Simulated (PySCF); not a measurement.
From one molecule to another.

First species: C5H15PSSi.
Geometry (GFN2-xTB, Å), atoms numbered from 1 in this order:
```
atom  x, y, z in Å
C1    -3.6525    0.5821   -0.0019
C2    -2.4113    0.0980   -0.7406
C3    -1.2560   -0.1797    0.2190
C4    -0.0147   -0.6916   -0.5067
Si5    1.4785   -0.9414    0.6551
P6     3.2219   -1.5069   -0.6544
S7     1.9367    0.8867    1.7125
C8     2.8097    1.8175    0.4127
H9    -3.9957   -0.1721    0.7029
H10   -3.4334    1.4922    0.5519
H11   -4.4588    0.7895   -0.7014
H12   -2.1039    0.8541   -1.4671
H13   -2.6493   -0.8136   -1.2939
H14   -1.0091    0.7364    0.7601
H15   -1.5709   -0.9182    0.9591
H16    0.2567    0.0153   -1.2966
H17   -0.2495   -1.6332   -1.0076
H18    1.1786   -1.8558    1.7574
H19    4.1018   -1.7004    0.3954
H20    2.8736   -2.8425   -0.6925
H21    3.2584    2.6808    0.8923
H22    2.1026    2.1394   -0.3453
H23    3.5818    1.1903   -0.0275
```

Second species: C3H9Cl2FSi2.
InChI=1S/C3H9Cl2FSi2/c4-1-7-3(6)8-2-5/h3H,1-2,7-8H2

Levels: PBE0/pcSseg-1 for HOMO energy, LUMO energy and HOMO–LUMO gap. Geometries: GFN2-xTB. Each species is one conformer at its optimised geometry, gas phase, non-relativistic unless stated. Electronic properties by PySCF.

Dipoles, sizes and rotational constants follow the conformer. The torsions of the flexible species, by atom-mapped SMILES:
- `[F:1][CH:2]([SiH2:3][CH2:4][Cl:5])[SiH2:6][CH2:7][Cl:8]`: F1–C2–Si3–C4 -76°, C2–Si3–C4–Cl5 -71°, F1–C2–Si6–C7 -65°, C2–Si6–C7–Cl8 -178°

The conformers of `CCCC[Si@@H](P)SC` aren't listed.

Values for the first species:

```
HOMO energy   : -6.71 eV
LUMO energy   : 0.18 eV
HOMO–LUMO gap : 6.89 eV
```

(1) Estimate the same properties for the second species, and the change in each.

Results:

(1) 
| property | first | second | second less first |
| --- | --- | --- | --- |
| HOMO energy | -6.71 eV | -7.82 eV | -1.11 eV |
| LUMO energy | 0.18 eV | 0.07 eV | -0.11 eV |
| HOMO–LUMO gap | 6.89 eV | 7.89 eV | +1.00 eV |

